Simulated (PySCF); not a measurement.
# State search for InSi⁺

Unrestricted PBE0; In x2c-SVPall, Si x2c-SVPall; spin-free X2C with a Gaussian nucleus (PySCF 2.14). Outer shells of the fragments: In+ 4d10 5s2; Si 3s2 3p2.

Followed along the bond (rough minima from three points):

```json
{"2Ms+1": "3", "unpaired": "σ ↑, π ↑", "⟨S²⟩ at the start": "2.01", "R at minimum (Å)": "3.10", "Te (eV)": "0.00"}
{"2Ms+1": "1", "unpaired": "σ ↓, π ↑", "⟨S²⟩ at the start": "1.02", "R at minimum (Å)": "3.05", "Te (eV)": "0.22"}
{"2Ms+1": "3", "unpaired": "π ↑↑", "⟨S²⟩ at the start": "2.01", "R at minimum (Å)": "2.68", "Te (eV)": "0.34"}
{"2Ms+1": "1", "unpaired": "π ↑↓", "⟨S²⟩ at the start": "1.01", "R at minimum (Å)": "2.68", "Te (eV)": "0.59"}
{"2Ms+1": "1", "unpaired": "none", "⟨S²⟩ at the start": "0.00", "R at minimum (Å)": "2.66", "Te (eV)": "1.39"}
```

Solutions found at the starting distance of 2.605 Å, counted from the lowest of them; the search is not exhaustive and high or unbound solutions are not listed, so other states can lie among these:

```json
{"2Ms+1": "3", "unpaired": "σ ↑, π ↑", "term": "³Π", "E (eV)": "0.00", "⟨S²⟩": "2.01", "⟨Lz²⟩": "1.01", "μ (D)": "2.27"}
{"2Ms+1": "3", "unpaired": "π ↑↑", "term": "³Σ⁻", "E (eV)": "0.06", "⟨S²⟩": "2.01", "⟨Lz²⟩": "0.00", "μ (D)": "0.55"}
{"2Ms+1": "1", "unpaired": "σ ↓, π ↑", "term": "mixed", "E (eV)": "0.17", "⟨S²⟩": "1.02", "⟨Lz²⟩": "1.01", "μ (D)": "2.25"}
{"2Ms+1": "1", "unpaired": "π ↑↓", "term": "mixed", "E (eV)": "0.32", "⟨S²⟩": "1.01", "⟨Lz²⟩": "2.02", "μ (D)": "0.67"}
{"2Ms+1": "1", "unpaired": "none", "term": "mixed", "E (eV)": "1.11", "⟨S²⟩": "0.00", "⟨Lz²⟩": "2.00", "μ (D)": "1.12"}
{"2Ms+1": "1", "unpaired": "none", "term": "¹Σ⁺", "E (eV)": "1.25", "⟨S²⟩": "0.00", "⟨Lz²⟩": "0.00", "μ (D)": "4.69"}
```

A term symbol is given only where ⟨S²⟩ and ⟨Lz²⟩ are close to those of a pure state; real π, δ and φ orbitals otherwise mix terms. A positive dipole points towards Si; it is taken about the centre of mass and depends on that origin.

Task: Compare the gap between the two lowest followed solutions at the starting distance with the gap between their minima.

Result: At PBE0 the second solution (Ms = 0 of mixed spin, unpaired electrons σ ↓, π ↑) lies +0.17 eV from the first (triplet, unpaired electrons σ ↑, π ↑) at 2.605 Å and +0.22 eV at the minima; the two curves relax by different amounts, since their minima lie near 3.05 and 3.10 Å.

Spin–orbit coupling is left out.
